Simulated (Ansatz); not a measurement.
Ideal-gas functions of BrF$_{3}$Sn (`[F][Sn]([F])([F])[Br]`) at 400 K and 1 bar, from an Ansatz frequency run at PBE0-D4/def2-TZVP.

Molar mass 255.61 g/mol, point group C3v (symmetry number 3), electronic degeneracy 1, moments of inertia 173.253, 488.561, 488.577 u Å². Harmonic wavenumbers (cm⁻¹, unscaled): 108, 108, 170, 170, 183, 290, 657, 672, 672.

Use S(trans) = R[1.5 ln M + 2.5 ln T − 1.1517]; rotational temperatures θ = 24.2544 K / I; S(rot) = R[ln(√π/σ · √(T³/θAθBθC)) + 1.5]; for each mode x = 1.438777 ν̃/T, S = R[x/(eˣ − 1) − ln(1 − e⁻ˣ)] and H = RT x/(eˣ − 1); 1 cm⁻¹ = 0.0119627 kJ/mol; R = 8.31446 J/(mol·K).

Problem. By hand: the entropy, in J/(mol·K).

Solution. Translation 184.1. Rotation: θ = 0.14, 0.0496, 0.0496 K, giving 116.0. Vibration, mode by mode: 16.23, 16.23, 12.53, 12.53, 11.94, 8.33, 2.86, 2.74, 2.74, in all 86.1. Electronic 0.0. Sum 386.2 J/(mol·K).

Problem. By hand: H − E and G − E in kJ/mol, counted from the electronic energy.

Solution. Zero-point energy ½ × 3030 × 0.0119627 = 18.1; thermal vibration 16.9; translation, rotation and pV give 4 RT = 13.3. H − E = 48.3 kJ/mol, and G − E = 48.3 − 400 × 386.2/1000 = -106.2 kJ/mol.

Vibration gives 22 % of the entropy, 32.5 J/(mol·K) of it from the modes under 150 cm⁻¹: soft modes count most, and the harmonic formula is weakest for them.
